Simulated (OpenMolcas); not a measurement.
Mo4+: moving or changing the point charges

Mo4+ among 2 point charges of -3 e arranged as a linear pair (D∞h), 2.04 Å from the ion.
```
   0.0000    0.0000    2.0400  -3.00
   0.0000    0.0000   -2.0400  -3.00
```

```json
{
 "Program": "OpenMolcas 26.06",
 "Method": "SS-CASPT2, IPEA 0.25 Eh, imaginary shift 0.1 Eh (closed shells correlated: 4s 4p)",
 "Basis": "ANO-RCC-VDZP [6s5p3d1f]",
 "Scalar Hamiltonian": "DKH2, point nucleus",
 "Active space": "2 electrons in 5 orbitals (4d)",
 "State averaging": "2S+1 = 3 even, 10 roots; 2S+1 = 1 even, 15 roots",
 "Spin-orbit coupling": "RASSI with atomic mean-field integrals over the reference wave functions"
}
```

Runs around this geometry, states (labels by Λ). Energies in cm-1 above the lowest state or level, χT in cm3 K/mol.

```csv
R (Å),q (e),Ground state,First state of that spin,First gap with spin-orbit (degeneracies),χT at 300 K,First state of another spin
2.04,-1.5,3Σ,3Φ 2380,"550 (1, 2)",0.384,1Σ 7520
1.88,-3,3Σ,3Φ 17160,"330 (1, 2)",0.779,1Γ 6660
2.04,-3,3Σ,3Φ 12250,"360 (1, 2)",0.726,1Γ 6940
2.18,-3,3Σ,3Φ 8970,"390 (1, 2)",0.667,1Γ 7170
```

Taking the first state of the same spin as R^-n, n = -ln(8970 / 17160) / ln(2.18 / 1.88) = 4.4 between the shortest and longest distance.

Scaling the charges by -1.5 / -3 = 0.50 scales the first state of the same spin by 2380 / 12250 = 0.19; with fixed orbitals a first-order splitting would follow the charge.

Roots that are degenerate in the reference are averaged as groups; the widest CASPT2 spread within a group is 48 cm-1 (the 2-fold group of multiplicity 1 near 26900 cm-1 above the lowest state of its run, R = 2.04, q = -1.5). Shifts and gaps below about the spread of the groups concerned are not significant. Free-ion shares, where given, are those of the reference states; single-state CASPT2 does not remix them. This is an electrostatic model: the charges have no orbitals. No measured value stands beside these numbers.
